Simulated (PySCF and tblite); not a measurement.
The numbers below are computed, except where a source is named.
Barrier and rate of a rotation

System: C5H6FN3O, numbered as in [CH3:1][C:2](=[O:3])[c:4]1[n:5][n:6]([CH3:7])[n:8][c:9]1[F:10].

Motion: rotation about the C4–C2 bond (torsion N5–C4–C2–C1 from -1° to 180°, rising). Geometries: GFN2-xTB; energies: CAM-B3LYP/pcSseg-1 + D3(BJ), IEF-PCM chloroform; zero-point and thermal terms from GFN2-xTB harmonic modes (soft modes blended into free rotors). Rates follow Eyring's equation with the number of equivalent paths and no tunnelling. Run with tblite and PySCF.

| point | symmetry | E(GFN2) kcal/mol | E(DFT) kcal/mol | ZPE change kcal/mol | lowest mode cm⁻¹ | dipole D |
| --- | --- | --- | --- | --- | --- | --- |
| start | Cs | 0.0 | 0.0 | 0.00 | 32 | 6.15 |
| saddle | C1 | 3.8 | 7.5 | -0.22 | 53i | 4.35 |
| end | Cs | 1.1 | 1.4 | 0.11 | 35 | 3.38 |

- Electronic barrier: 7.5 kcal/mol
- Barrier with zero-point energy: 7.3 kcal/mol
- ΔH‡ (298 K): 6.8 kcal/mol
- ΔS‡ (298 K, symmetry apart): -3.6 cal/(mol K)
- Paths: 2 equivalent paths
- End point: a different minimum
- Mean lifetime of the start against this motion at 298 K: 48 ns
- Cost: 3.9 min on 1 thread of Arm Neoverse N1, shared host (rough), peak memory 1.1 GiB, launched as `OMP_NUM_THREADS=1 python ens_run.py task.json out`

| T/K | ΔG‡ kcal/mol | k s⁻¹ | ΔG kcal/mol | k back s⁻¹ |
| --- | --- | --- | --- | --- |
| 200 | 7.6 | 3.8×10⁴ | 1.6 | 2.3×10⁶ |
| 250 | 7.8 | 1.7×10⁶ | 1.7 | 5×10⁷ |
| 298 | 7.9 | 2.1×10⁷ | 1.7 | 3.7×10⁸ |
| 350 | 8.0 | 1.4×10⁸ | 1.7 | 1.7×10⁹ |
| 400 | 8.2 | 5.8×10⁸ | 1.8 | 5.3×10⁹ |

ΔG and ΔG‡ leave out symmetry numbers and mirror images; rates count paths: 2 out, 2 back.
